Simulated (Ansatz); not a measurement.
Gas-phase electronic energies from Ansatz, PBE0-D4/def2-TZVP geometries. CCSD(T)/CBS is the MP2 limit (def2-TZVPP, def2-QZVPP) plus CCSD(T) − MP2 in def2-TZVPP, frozen cores. DFT in def2-TZVPP. B3LYP here is the variant with VWN-RPA as its local correlation; programs differ in this. One conformer a species, not always the lowest.

Reaction (isomerisation): `O[SiH2]O[SiH](Cl)Cl` → `O[Si](O)(Cl)[SiH2]Cl`

```json
{"level": "B3LYP-D4", "ΔE (kcal/mol)": "28.2"}
{"level": "CCSD/def2-TZVPP", "ΔE (kcal/mol)": "30.1"}
```

Task: What does CCSD(T)/CBS give? (Best estimate.)

Result: The calculation gave: +29.1 kcal/mol. The listed levels differ from it by -0.9, 1.0 kcal/mol.

Largest T1 diagnostic among the species: 0.011.

In def2-TZVPP, CCSD(T) changes the Hartree–Fock value by −4.8 kcal/mol (the triples alone add −0.7 kcal/mol) and MP2 by −3.2 kcal/mol. From PBE to PBE0 (25 % exact exchange), in def2-TZVPP and without D4, ΔE moves by +2.1 kcal/mol.
